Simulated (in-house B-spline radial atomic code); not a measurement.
Stripping cerium of all its electrons. The total binding energy is the sum of the 58 successive ionisation energies. Configuration: [Xe] (4f5/2)1 (5d3/2)1 6s2. All numbers are computed (Dirac-Hartree-Fock, average of the jj configuration; Fermi nucleus of rms radius 4.8771 fm) with a B-spline radial code for spherical atoms, not measured.

Dirac-Coulomb total energy: -8861.0867 hartree. First-order corrections (hartree): Breit 7.302, self-energy 5.676, vacuum polarisation -0.8143, recoil 0.0229.

(1) What total binding energy follows, and how does it compare with the sum of NIST's ionisation energies?

(2) What share of the binding belongs to the last two electrons?

Results:

(1) 240791 eV from the corrected total, against 240805 ± 27 eV from NIST's table (measured, semi-empirical and theoretical entries, uncertainties added in quadrature). The difference, +14 eV, is within about twice the table's uncertainty, so it can't show the correlation energy.

(2) 39 % by NIST's values (94806.2 eV).
